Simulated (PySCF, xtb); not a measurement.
HgBr, SMILES [Br][Hg+], charge +1.

GFN2-xTB run with xtb at its own geometry gives an orbital gap of 1.97 eV.

Coordinates come from a r2SCAN-D4/def2-TZVP optimisation. The spin state was assumed, not searched. The def2 effective core potentials stand for the cores of Hg; spin–orbit coupling is left out.

**Question.** What does PBE0/def2-TZVPD in PySCF give? (Estimate from the structure and the level; the computed values follow.)

**Answer.** gap 3.18 eV (levels -14.35 and -11.17 eV).
